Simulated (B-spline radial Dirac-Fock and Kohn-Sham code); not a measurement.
**Ta 5d3/2: cross section and angular parameters**

System: the Ta atom in the configuration [Xe] 4f14 5d3 6s2; threshold 6.44 eV (orbital energy of the model). Model: Dirac-Hartree-Slater photoionisation with a Latter tail; cross sections with all multipoles, angular parameters from the dipole term and its interference with E2. Program: a B-spline atomic structure program.

For linearly polarised light dσ/dΩ = σ/(4π) [1 + β P₂(cos θ) + (δ + γ cos²θ) sin θ cos φ], with θ from the polarisation vector and φ the angle between the beam and the projection of the electron momentum on the plane normal to the polarisation.

```
hν (eV)   σ (kb)       β       γ       δ
     59      610   1.169   0.053   0.018
   67.6      381   1.330   0.077   0.019
   89.3      130   1.694   0.162   0.017
   90.9      121   1.717   0.169   0.017
    111     50.6   1.945   0.253   0.007
    119     36.6   1.984   0.280   0.002
    140     17.0   1.830   0.298  -0.010
    148     13.3   1.641   0.276  -0.012
    168     8.19   0.870   0.145  -0.002
    200     5.97  -0.356  -0.081   0.042
    213     5.88  -0.584  -0.114   0.057
    286     6.80  -0.382   0.015   0.071
    317     7.09  -0.164   0.079   0.063
    421     7.09   0.355   0.181   0.034
    446     6.94   0.441   0.186   0.029
    600     5.70   0.797   0.148   0.007
    881     3.68   1.099   0.031  -0.001
    902     3.56   1.113   0.025  -0.001
   1000     3.06   1.171  -0.002   0.000
   1140     2.50   1.233  -0.026   0.002
   1470        ?       ?       ?       ?
   1630     1.31   1.349  -0.021   0.014
   2270    0.647   1.397   0.094   0.028
   3250    0.274   1.396   0.335   0.047
   4000    0.159   1.374   0.520   0.061
 5414.7   0.0688   1.316   0.836   0.087
   6000   0.0511   1.290   0.952   0.097
 9251.7   0.0135   1.156   1.460   0.158
  12000  0.00581   1.061   1.772   0.210
```

Q: Give the values at 1470 eV.

A: σ = 1.59 kb, β = 1.323, γ = -0.034, δ = 0.010.

Values without a named source are computed, but for edge energies of neutral atoms, which are taken from tables.
